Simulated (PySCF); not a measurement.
Q: Write a Z-matrix for `[GeH2]([PH2])[F]` as optimised with PBE0-D3(BJ)/def2-SVP.

A: 
Z-matrix in Å and degrees, rows numbered from 1:
```
F 
Ge  1  1.7469
P   2  2.3165  1  106.78
H   2  1.5392  1  105.42  3  -123.10
H   2  1.5388  1  106.52  3   117.78
H   3  1.4321  2   90.76  1  -179.42
H   3  1.4289  2   93.49  1   -86.22
```

P3 (three-coordinate phosphorus) is pyramidal (angles 93.5°, 93.1° and 90.8°, sum 277.4°, 0.89 Å off the plane of its three neighbours). Ge2 (germanium bonded to F, P and 2 H) is distorted tetrahedral (angles from 105.4° to 115.3°).

Level of theory: PBE0-D3(BJ)/def2-SVP geometry optimisation, gas phase in PySCF.

PBE0-D3(BJ)/def2-SVP frequencies: not computed here. One conformer, not necessarily the lowest (F1–Ge2–P3–H -179° and -86°).

On one thread, Arm Neoverse V2 (aarch64), shared host with 192 logical CPUs at a one-minute load of 49, this took 19 s of wall time and 0.36 GiB of memory at its peak. That covers the optimisation of the geometry.
